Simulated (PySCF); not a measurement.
Mo(NMe)(S)(F)2 (CH3F2MoNS), SMILES C[N]=[Mo]([F])([F])=[S], multiplicity 1.

Geometry optimised at PBE-D3(BJ)/def2-SVP. The spin state was assumed, not searched. The structure was generated by enumeration; whether it is a known compound was not checked. The def2 effective core potentials stand for the cores of Mo; spin–orbit coupling is left out.

Calculation: CAM-B3LYP/def2-TZVP in PySCF.

Symmetry labels are those of the subgroup Cs that the program uses (full group Cs).

Computed valence orbital energies around the gap with their symmetry:
| orbital | symmetry | energy (eV) |
|---|---|---|
| HOMO−7 | A' | -14.20 |
| HOMO−6 | A' | -13.84 |
| HOMO−5 | A" | -13.58 |
| HOMO−4 | A' | -11.50 |
| HOMO−3 | A' | -10.61 |
| HOMO−2 | A" | -10.33 |
| HOMO−1 | A" | -9.64 |
| HOMO | A' | -8.92 |
| LUMO | A' | -1.91 |
| LUMO+1 | A" | -1.78 |
| LUMO+2 | A' | -0.71 |
| LUMO+3 | A" | -0.27 |
